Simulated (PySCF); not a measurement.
Relaxation of doublet RuO₂(OH)

These are results of UPBE0 in PySCF with Ru def2-TZVP with ECP28, O def2-TZVP, H def2-TZVP; scalar-relativistic core potentials, no spin–orbit coupling; density-fitted integrals, not measurements. A (50,194) grid was used.

A hand-made T-shaped (ligand arrangement 1) (heavy-atom frame) start, with no symmetry imposed:

Coordinates in bohr (charge 0 multiplicity 2):
```
Ru    0.0655   -0.0093   -0.3687
O     0.0655   -0.0093    2.8627
O     3.2951   -0.0093   -0.2559
O    -3.4851   -0.0093   -0.2448
H    -4.6505    1.3804   -0.2041
```

(1) What forces act on the atoms at the start (eV/Å)?

(2) What does it relax to?

(3) How much energy is released, and in how many steps?

Results:

(1) 
```tsv
atom	Fx	Fy	Fz
Ru1	1.56	-0.69	3.95
O2	-0.61	-0.01	0.42
O3	-1.07	0.30	-2.59
O4	0.30	0.58	-1.81
H5	-0.18	-0.18	0.03
```

(2) It ends at Cs with O–H 0.962 Å, Ru–O 1.653 Å (×2), Ru–O 1.849 Å; H–O–Ru 119.5°, O–Ru–O 115.1° (×2), O–Ru–O 127.3° (after a last refinement on a finer grid). A frequency run shows a minimum. Other isomers or separated fragments may lie lower.

(3) 242.5 kJ/mol in 18 steps.

Open d and f shells are described by one determinant, and the ground state may have another occupation or spin.
